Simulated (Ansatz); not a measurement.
[AlCl4]- (AlCl₄⁻), relaxed as a singlet with RKS r2SCAN-D4/def2-SVPD in Ansatz, starting from the GFN2-xTB geometry. Force threshold 0.02 eV/Å.

Start:

```xyz
5

Al    0.001    0.000   -0.001
Cl    1.962   -0.558   -0.559
Cl   -0.958   -1.632    0.943
Cl   -1.092    0.557   -1.723
Cl    0.086    1.633    1.340
```

Q: Estimate the energy that the relaxation releases and the steps that it takes.

A: 0.12 eV, in 3 steps; 9.5 s on 4 threads of Arm Neoverse N1 on a shared host. No frequencies were taken in this run, so the end may be a saddle point.

Q: Does the start keep its bonding and symmetry?

A: By distances, no bond broke or formed. The bond that changes most is Al1–Cl2, from 2.11 to 2.17 Å (atoms count from 1). Point group Td at the start, Td at the end, both within 0.05 Å.

Q: Predict the relaxed structure.

A: 
Cartesian coordinates in Å:
```
Al 0.0000 0.0000 0.0000
Cl 2.0172 -0.5747 -0.5740
Cl -0.9840 -1.6795 0.9693
Cl -1.1224 0.5734 -1.7721
Cl 0.0892 1.6808 1.3768
```
Bond lengths: 4 × Al–Cl 2.17 Å.
